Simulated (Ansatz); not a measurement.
Geometry optimisation, Ansatz 0.2.0, RKS r2SCAN-D4/6-31G*.

Input:

```yaml
crystal:
  periodic: [false, false, false]
  atoms:
    - { symbol: B, position_ang: [0.0, 0.0, 0.0] }
    - { symbol: O, position_ang: [0.0, 0.0, 1.76] }
    - { symbol: H, position_ang: [-0.9095, -0.2814, 2.0971] }
    - { symbol: "N", position_ang: [1.3423, 0.0, -0.775] }
    - { symbol: H, position_ang: [1.8089, -0.9179, -1.0268] }
    - { symbol: H, position_ang: [1.7937, 0.9179, -1.0532] }
    - { symbol: "N", position_ang: [-1.3423, 0.0, -0.775] }
    - { symbol: H, position_ang: [-2.0112, -0.8164, -0.6764] }
    - { symbol: H, position_ang: [-1.5914, 0.8164, -1.4036] }
    - { symbol: Si, position_ang: [0.1008, 2.1328, 0.7095] }
    - { symbol: H, position_ang: [0.6771, 2.1737, 2.0503] }
    - { symbol: H, position_ang: [0.9351, 2.9107, -0.2019] }
    - { symbol: H, position_ang: [-1.2441, 2.7001, 0.741] }
    - { symbol: H, position_ang: [0.0529, 1.1188, 1.7067] }
basis:
  gaussian: { orbitals: "6-31G*" }
hamiltonian:
  xc: r2scan
  dispersion: d4
relax:
  f_tol: 0.15
  max_steps: 25
  restrain:
    - { distance: [0, 9], at: 3.15, k: 30.0 }
    - { distance: [13, 1], at: 2.21, k: 30.0 }
    - { distance: [0, 1], at: 1.41, k: 30.0 }
    - { distance: [13, 9], at: 1.46, k: 30.0 }
```

Run as:

```bash
$ ansatz run input.yaml --threads 4 --pin off --max-ram 5120MiB --backend cpu --events-out ev --progress --plain --runs-dir out
```

Where does it end, and by what steps?

The run converged. The restraints hold the end off the free minimum; the threshold counts their pulls, which the force column leaves out. Restrained pairs: B1–Si10 (2.25 → 3.16 Å), O2–H14 (1.12 → 2.22 Å), B1–O2 (1.76 → 1.40 Å), Si10–H14 (1.42 → 1.47 Å). After 15 steps the energy has fallen by 7.189 eV (the restraints' own energy left out); H11 moved furthest, 1.35 Å.

```
step  energy less start (eV)  largest force component (eV/Å)  accepted
   0                  0.0000                           6.285       yes
   1                 -0.1843                           4.331       yes
   2                 -0.6328                           2.809       yes
   3                 -1.4232                           2.843       yes
   4                 -3.1413                           2.335       yes
   5                 -4.2667                           2.178       yes
   6                 -5.1402                           1.719       yes
   7                 -5.8163                           1.280       yes
   8                 -6.3660                           0.911       yes
   9                 -6.6977                           1.077       yes
  10                 -6.9397                           0.633       yes
  11                 -7.1084                           0.616       yes
  12                 -7.1711                           0.556       yes
  13                 -7.1796                           0.547       yes
  14                 -7.1855                           0.493       yes
  15                 -7.1888                           0.556       yes
```

```xyz
14
Properties=species:S:1:pos:R:3
B 0.039 -0.346 -0.114
O 0.033 -0.962 1.142
H -0.828 -0.881 1.572
N 1.268 -0.368 -0.820
H 2.089 -0.786 -0.410
H 1.422 0.060 -1.718
N -1.124 0.313 -0.636
H -2.044 0.202 -0.236
H -1.155 0.672 -1.579
Si -0.021 2.538 1.175
H 0.600 3.524 2.117
H 0.630 2.725 -0.147
H -1.473 2.880 1.100
H 0.176 1.182 1.707
```

The run took 23 s on 4 threads of INTEL(R) XEON(R) PLATINUM 8581C CPU @ 2.10GHz (Emerald Rapids), with other jobs on the host, peak memory 0.19 GiB.
